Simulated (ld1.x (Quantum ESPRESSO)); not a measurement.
**arsenic (As): one change to a PAW potential, before and after**

```
Element                 : arsenic (As)
Generator               : ld1.x (Quantum ESPRESSO) 7.5
Type                    : PAW
Functional              : PBEsol
Relativity              : scalar-relativistic
Frozen core             : [Ar] 3d10
Valence charge          : 5
Reference configuration : 4s2 4p3
Partial waves           : 4s (bound): rcut 1.45, rcutus 1.90 bohr; 4s channel at 4.15 Ry: rcut 1.45, rcutus 1.90 bohr; 4p (bound): rcut 1.45, rcutus 1.55 bohr; 4p channel at 1.5 Ry: rcut 1.45, rcutus 1.55 bohr; 4d channel at 0.45 Ry: rcut 1.50, rcutus 1.70 bohr
Local potential         : all-electron potential smoothed inside 1.75 bohr (lloc = -1)
Core correction         : Bessel-smoothed model core inside 1.35 bohr
Augmentation charge     : PSQ, inside the norm-conserving radii
```

Change: waves 4p (bound): rcut 1.45, rcutus 2.26 bohr; 4p channel at 1.5 Ry: rcut 1.45, rcutus 2.26 bohr.

Cutoffs: the cutoffs (Ry, on a coarse ladder) from which the occupation-weighted sum of valence levels, in a spherical-Bessel basis at the reference potential, stays within 10 and 1 mRy of its value at 400 Ry; they do not see the model core or the augmentation charge, which bear on the density cutoff. Errors are all-electron minus pseudo energies relative to the spin-unpolarised reference configuration.

Task: How do hardness, ghosts and transferability respond?

Result: The potential gets softer (15 Ry and 25 Ry → 10 Ry and 15 Ry); the errors of the 7 common tests hardly move; neither file shows a bound ghost. A larger radius leaves more room for a smooth pseudo-wave, so fewer plane waves are needed.

| quantity | base | changed |
| --- | --- | --- |
| cutoff, loose | 15 Ry | 10 Ry |
| cutoff, tight | 25 Ry | 15 Ry |
| loose cutoff by channel (10 mRy a level) | s 6 Ry, p 6 Ry | s 6 Ry, p 8 Ry |
| bound ghosts | none | none |
| error for 4s2 4p2, meV [ΔE 9.16 eV] | -5.1 | -5.1 |
| error for 4s2 4p1, meV [ΔE 27.10 eV] | -37 | -37 |
| error for 4s2 4p0, meV [ΔE 54.82 eV] | -145 | -145 |
| error for 4s2 4p3.3, meV [ΔE -1.23 eV] | +0.1 | +0.1 |
| error for 4s2 4p2.5, meV [ΔE 3.56 eV] | -1.1 | -1.2 |
| error for 4s1 4p3, meV [ΔE 19.27 eV] | -23 | -23 |
| error for 4s0 4p5, meV [ΔE 19.07 eV] | -31 | -30 |
| lowest overlap eigenvalue by channel | s 0.62, p 0.64, d 1.00 | s 0.62, p 0.62, d 1.00 |
